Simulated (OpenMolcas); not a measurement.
Ir3+ (d6) among equal point charges was computed by CASSCF with the d shell active (OpenMolcas, ANO-RCC-VDZP on the metal). Its lowest spin-free states, and all those of the highest spin:

| 2S+1 | Degeneracy | E (cm-1) |
| --- | --- | --- |
| 5 | 1 | 0.0 |
| 5 | 2 | 1813 |
| 5 | 2 | 9120 |
| 3 | 1 | 13935 |
| 3 | 2 | 14117 |
| 3 | 2 | 16560 |
| 1 | 1 | 16825 |
| 3 | 1 | 17648 |
| 3 | 2 | 19281 |
| 3 | 1 | 20185 |
| 3 | 1 | 20711 |
| 3 | 2 | 21599 |

Question: Is the site octahedral, tetrahedral or cube-like, axial, or of lower symmetry?

Answer: The states with 2S+1 = 5 have orbital degeneracies 1, 2, 2. There are pairs but no triples, so the site is axial: not cubic, but with a proper or improper axis of order three or more. The run had Ir3+ among 6 point charges of -1 e arranged as a trigonal antiprism (D3d), 1.95 Å from the ion, with a polar angle of 58.6° against the regular 54.74°.

Spin-orbit coupling mixes the spin-free states strongly: the lowest level takes only 62 % from its leading state, 5A1. Without dynamic correlation the repulsion within the d shell is too large (B by tens of per cent), so at a given field states of lower spin stand too high. This shell can be high or low spin here, a state of another spin lies low, and with metal d orbitals alone active their balance is uncertain, so the ground spin may be wrong. Point charges give a weaker field than real ligands, and real ions of this kind are as a rule low spin; the high spin found here belongs to the model. This is an electrostatic model: the charges have no orbitals. No measured value stands beside these numbers.
